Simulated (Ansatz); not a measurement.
Calculation: frozen-core CCSD(T)/def2-TZVPP // PBE-D3(BJ)/def2-TZVP in Ansatz (an electronic-structure program). The restricted HF reference is unstable towards unrestricted orbitals.

Ansatz 0.2 input:
```yaml
crystal:
  periodic: [false, false, false]
  atoms:
    - { symbol: C, position_ang: [-1.167765, -1.700877, 0.110835] }
    - { symbol: C, position_ang: [-1.185328, -0.439185, -0.350998] }
    - { symbol: C, position_ang: [-0.101861, 0.52897, -0.234096] }
    - { symbol: C, position_ang: [-0.229037, 1.77386, -0.736536] }
    - { symbol: Ge, position_ang: [1.578498, 0.037604, 0.664068] }
    - { symbol: H, position_ang: [-0.301543, -2.114692, 0.632016] }
    - { symbol: H, position_ang: [-2.022904, -2.364609, -0.017538] }
    - { symbol: H, position_ang: [-2.084648, -0.079187, -0.866956] }
    - { symbol: H, position_ang: [0.564905, 2.518841, -0.663833] }
    - { symbol: H, position_ang: [-1.148557, 2.086033, -1.243505] }
    - { symbol: H, position_ang: [2.263652, -1.153201, -0.049803] }
    - { symbol: H, position_ang: [1.325244, -0.3651, 2.137426] }
    - { symbol: H, position_ang: [2.509343, 1.27154, 0.61892] }
basis:
  gaussian: { orbitals: def2-TZVPP }
correlation:
  method: ccsd_t
```

Output:

```
Functional definition: HF
1697 factors; integrals over basis functions are off by at most 9.9e-4 eV
mean field evaluation 1: about -60718.4013 eV, gradient 3.4e1 eV
mean field evaluation 2: about -60718.6509 eV, gradient 3.4e1 eV
mean field evaluation 4: about -60722.1774 eV, gradient 4.7e0 eV
mean field evaluation 8: about -60722.2401 eV, gradient 1.9e-1 eV
mean field evaluation 16: about -60721.4789 eV, gradient 1.3e1 eV
mean field -60722.24030117 eV, -2231.5011720553 hartree, gradient 3.7e-6 eV, S^2 0.000000; 0 other end points of the search recorded, 0 dependent functions left out; unrestricted orbitals would lower it
13 core orbitals not correlated
reference -60722.24030117 eV, -2231.5011720553 hartree; 19, 19 occupied and 252, 252 virtual orbitals, 1697 factors
second order -24.84827857 eV of doubles, -0.00000000 eV of singles
cycle   1  -25.09039383 eV  change   -2.4e-1 eV  update   1.2e-1
cycle   2  -25.87004876 eV  change   -7.8e-1 eV  update   3.8e-2
cycle   3  -26.00360685 eV  change   -1.3e-1 eV  update   1.7e-2
cycle   4  -25.99763898 eV  change    6.0e-3 eV  update   5.0e-3
cycle   5  -25.99841619 eV  change   -7.8e-4 eV  update   2.1e-3
cycle   6  -25.99902731 eV  change   -6.1e-4 eV  update   5.6e-4
cycle   7  -25.99889054 eV  change    1.4e-4 eV  update   2.5e-4
cycle   8  -25.99892191 eV  change   -3.1e-5 eV  update   1.0e-4
cycle   9  -25.99893351 eV  change   -1.2e-5 eV  update   4.4e-5
perturbative correction -1.18171625 eV, -0.0434272711 hartree
Total energy: -60749.42095093 eV, -2232.5000425101 hartree
```

Cost: about 22 core-minutes (a rough figure).
